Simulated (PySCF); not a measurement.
C7H13B.
Atom-mapped SMILES: `[BH2:1][C@@H:2]1[CH2:3][CH2:4][CH2:5][C:6](=[CH2:7])[CH2:8]1` (hydrogens: H9, H10 on B1; H11 on C2; H12, H13 on C3; H14, H15 on C4; H16, H17 on C5; H18, H19 on C7; H20, H21 on C8)

Computed, not measured: PBE0-D3(BJ)/def2-SVP geometry optimisation, gas phase in PySCF 2.14.0.

**Question.** Give the optimised bond lengths and angles.

**Answer.** 
```json
{"bond": "B1–C2", "length (Å)": "1.559"}
{"bond": "C2–C3", "length (Å)": "1.550"}
{"bond": "C3–C4", "length (Å)": "1.527"}
{"bond": "C4–C5", "length (Å)": "1.529"}
{"bond": "C5–C6", "length (Å)": "1.503"}
{"bond": "C6=C7", "length (Å)": "1.337"}
{"bond": "C6–C8", "length (Å)": "1.503"}
{"bond": "C2–C8", "length (Å)": "1.535"}
{"bond": "B1–H9, B1–H10", "length (Å)": "1.212"}
{"bond": "C2–H11", "length (Å)": "1.106"}
{"bond": "C3–H12", "length (Å)": "1.102"}
{"bond": "C3–H13", "length (Å)": "1.106"}
{"bond": "C4–H14", "length (Å)": "1.103"}
{"bond": "C4–H15", "length (Å)": "1.102"}
{"bond": "C5–H16", "length (Å)": "1.107"}
{"bond": "C5–H17", "length (Å)": "1.101"}
{"bond": "C7–H18", "length (Å)": "1.094"}
{"bond": "C7–H19", "length (Å)": "1.094"}
{"bond": "C8–H20", "length (Å)": "1.101"}
{"bond": "C8–H21", "length (Å)": "1.107"}
```

Bonds in one row agree within 0.01 Å and their mean is given. A selection of angles:
```json
{"angle": "C2–B1–H9", "degrees": "121.0"}
{"angle": "C2–B1–H10", "degrees": "120.3"}
{"angle": "H9–B1–H10", "degrees": "118.6"}
{"angle": "B1–C2–C3", "degrees": "103.8"}
{"angle": "B1–C2–C8", "degrees": "116.4"}
{"angle": "B1–C2–H11", "degrees": "110.5"}
{"angle": "C3–C2–C8", "degrees": "110.1"}
{"angle": "C3–C2–H11", "degrees": "106.3"}
{"angle": "C8–C2–H11", "degrees": "109.1"}
{"angle": "C2–C3–C4", "degrees": "111.2"}
{"angle": "C2–C3–H12", "degrees": "110.6"}
{"angle": "C2–C3–H13", "degrees": "109.7"}
{"angle": "C4–C3–H12", "degrees": "109.9"}
{"angle": "C4–C3–H13", "degrees": "108.9"}
{"angle": "H12–C3–H13", "degrees": "106.5"}
{"angle": "C3–C4–C5", "degrees": "111.7"}
{"angle": "C3–C4–H14", "degrees": "109.0"}
{"angle": "C3–C4–H15", "degrees": "109.9"}
{"angle": "C5–C4–H14", "degrees": "109.1"}
{"angle": "C5–C4–H15", "degrees": "110.1"}
{"angle": "H14–C4–H15", "degrees": "106.9"}
{"angle": "C4–C5–C6", "degrees": "111.3"}
{"angle": "C4–C5–H16", "degrees": "108.5"}
{"angle": "C4–C5–H17", "degrees": "110.8"}
{"angle": "C6–C5–H16", "degrees": "108.6"}
{"angle": "C6–C5–H17", "degrees": "110.7"}
{"angle": "H16–C5–H17", "degrees": "106.9"}
{"angle": "C5–C6–C7", "degrees": "123.0"}
{"angle": "C5–C6–C8", "degrees": "114.0"}
{"angle": "C7–C6–C8", "degrees": "123.0"}
{"angle": "C6–C7–H18", "degrees": "121.4"}
{"angle": "C6–C7–H19", "degrees": "121.4"}
{"angle": "H18–C7–H19", "degrees": "117.2"}
{"angle": "C6–C8–H20", "degrees": "110.2"}
{"angle": "C6–C8–H21", "degrees": "109.0"}
{"angle": "C2–C8–C6", "degrees": "111.9"}
{"angle": "C2–C8–H20", "degrees": "110.6"}
{"angle": "C2–C8–H21", "degrees": "108.3"}
{"angle": "H20–C8–H21", "degrees": "106.6"}
```

Torsions: B1–C2–C3–C4 180° (antiperiplanar); C2–C3–C4–C5 56° (synclinal); C3–C4–C5–C6 -53° (synclinal); C4–C5–C6–C7 -126° (anticlinal); C5–C6–C8–C2 -54° (synclinal); B1–C2–C8–C6 171° (antiperiplanar).

The 7 C–C bonds span 1.337 Å (C6=C7, drawn double) to 1.550 Å (C2–C3, drawn single), a spread of 0.213 Å. B1 (three-coordinate boron) is planar (angles 121.0°, 120.3° and 118.6°, sum 359.8°, 0.03 Å off the plane of its three neighbours). Of the pairs four or more bonds apart, H18···H20 is among the closest relative to their van der Waals radii: 2.39 Å, 100 % of the sum of Bondi's values. The 6-membered ring C2–C3–C4–C5–C6–C8 has internal angles of 110.1° to 114.0° (sum 670°, against 720° for a flat polygon); it is puckered, 0.22 Å rms from its mean plane, widest ring torsion 56°.

Point group: C1 (no symmetry element, even within 0.4 Å). No PBE0-D3(BJ)/def2-SVP frequencies stand behind this structure, so it isn't proved a minimum. One conformer, not necessarily the lowest (H–B1–C2–C3 96° and -79°, B1–C2–C3–C4 180°, C2–C3–C4–C5 56°, C3–C4–C5–C6 -53°, C4–C5–C6–C7 -126°).
